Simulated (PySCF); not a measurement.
Breaking a bond: SMILES C=S (CH₂S), singlet. The C1–S4 bond (C1 also carries H, H; S4 carries nothing else) is stretched with both fragments frozen at the PBE0/def2-TZVP optimised geometry.

Method: CCSD(T) on UHF/6-31G, 6 core orbitals frozen (PySCF).

Relative to R = 1.71 Å, what are the energies at R = 1.60, 1.86, 1.96, 5.65 Å?

13.3 kJ/mol at 1.60 Å, 36.0 kJ/mol at 1.86 Å, 77.3 kJ/mol at 1.96 Å, 428.2 kJ/mol at 5.65 Å.

The unrestricted solution behind UCCSD(T) changes between 2.16 and 2.43 Å, which can leave a kink. The unrestricted determinant behind UCCSD(T) is spin-contaminated at 1.56 to 5.65 Å (<S²> up to 2.0, against 0.00 for a pure singlet).
